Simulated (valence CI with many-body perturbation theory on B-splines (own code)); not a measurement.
# Pd XV: calculated level list

Calculated by relativistic CI+MBPT: four valence electrons over a frozen Dirac-Fock core [Ar] 3d10, a basis of 11 s, 11 p, 9 d, 7 f, 5 g, 2 h, 1 i functions for each j, with the one-electron correlation potential Σ1, the two-electron term Σ2, the three-electron term Σ3, Breit, model QED; selected CI, second order for the rest (own B-spline code, finite nucleus).

No measured levels were compared; by estimate levels hold to about 250 cm⁻¹ or 0.2 % of their energy and the worst to 1 %, as in measured heavy ions of charge 2 to 7; those with d or f electrons hold less well.

Levels 46 to 73 of 73, with energies above the lowest level, 4s²4p² ³P_0. "Leading %" is the weight of the configuration and term that name the level; weights of strongly mixed levels are sums over their largest components and can fall short. In the jj column 3d3/2^4 stands for four electrons in 3d with j = 3/2. Lifetimes count E1, E2, E3, M1 and M2 decay at the calculated energies, and are blank where another channel may lead or the interval is too uncertain; long ones can be off by a factor of two.

```tsv
No.	Configuration	Term	J	E (cm⁻¹)	Leading %	Leading jj	Lifetime	g
46	4s4p²4d	⁵P	3	843250	68	4s 4p1/2 4p3/2 4d5/2 (46 %)	8.17 ps	1.578
47	4s4p²4d	⁵P	2	849290	81	4s 4p1/2 4p3/2 4d3/2 (48 %)	6.69 ps	1.752
48	4s4p²4d	⁵P	1	852390	82	4s 4p1/2 4p3/2 4d3/2 (56 %)	6.75 ps	2.354
49	4s4p²4d	³F	4	854690	56	4s 4p3/2^2 4d5/2 (68 %)	320 ps	1.288
50	4s4p²4d	³P	1	861380	51	4s 4p1/2 4p3/2 4d5/2 (35 %)	11.5 ps	1.308
51	4s4p²4d	³G	3	865320	78	4s 4p1/2 4p3/2 4d3/2 (78 %)	95.4 ps	0.796
52	4s4p²4d	³G	4	876370	79	4s 4p1/2 4p3/2 4d5/2 (52 %)	89.0 ps	1.083
53	4s4p²4d	³F	2	877830	42	4s 4p1/2^2 4d3/2 (25 %)	16.5 ps	0.984
54	4s4p²4d	³P	0	883330	75	4s 4p3/2^2 4d5/2 (44 %)	12.9 ps	
55	4s4p²4d	³G	5	889610	85	4s 4p3/2^2 4d5/2 (63 %)	167 ps	1.220
56	4s4p²4d	³D	3	890690	49	4s 4p1/2 4p3/2 4d5/2 (60 %)	19.3 ps	1.182
57	4s4p²4d	³D	1	893000	64	4s 4p3/2^2 4d3/2 (35 %)	17.9 ps	0.786
58	4s4p²4d	¹G	4	898260	68	4s 4p1/2 4p3/2 4d5/2 (55 %)	52.7 ps	1.061
59	4s4p²4d	³D	3	899040	41	4s 4p1/2 4p3/2 4d5/2 (49 %)	10.4 ps	1.156
60	4s4p²4d	³D	1	906300	74	4s 4p1/2 4p3/2 4d3/2 (79 %)	10.9 ps	0.644
61	4s4p²4d	³D	2	907160	58	4s 4p3/2^2 4d3/2 (47 %)	8.69 ps	1.071
62	4s4p²4d	³D	1	912230	69	4s 4p1/2 4p3/2 4d5/2 (45 %)	9.23 ps	0.699
63	4s4p²4d	³F	3	916080	50	4s 4p1/2 4p3/2 4d5/2 (51 %)	10.8 ps	1.199
64	4s4p²4d	³D	2	917880	68	4s 4p1/2 4p3/2 4d5/2 (45 %)	11.5 ps	1.075
65	4s4p²4d	³P	0	919040	89	4s 4p1/2 4p3/2 4d5/2 (45 %)	8.37 ps	
66	4s4p²4d	³P	1	924750	58	4s 4p1/2 4p3/2 4d5/2 (77 %)	9.53 ps	1.500
67	4s4p²4d	³F	2	925540	46	4s 4p1/2 4p3/2 4d3/2 (38 %)	7.02 ps	0.898
68	4s4p²4d	³F	3	927300	44	4s 4p3/2^2 4d3/2 (24 %)	6.12 ps	1.169
69	4s4p²4d	³D	2	930580	44	4s 4p1/2 4p3/2 4d5/2 (44 %)	9.15 ps	1.099
70	4s4p²4d	³P	1	938250	27	4s 4p3/2^2 4d3/2 (42 %)	8.53 ps	1.313
71	4s4p²4d	³F	4	940440	78	4s 4p3/2^2 4d3/2 (58 %)	5.27 ps	1.220
72	4s4p²4d	³P	2	940800	53	4s 4p3/2^2 4d5/2 (28 %)	8.39 ps	1.348
73	4s4p²4d	³D	3	943360	57	4s 4p3/2^2 4d5/2 (68 %)	21.5 ps	1.220
```

Names give the largest LS component (configuration and term), which can be under half, so a name can repeat, a term be missing and a line seem to break the LS rules; names also repeat where a configuration has a term twice.
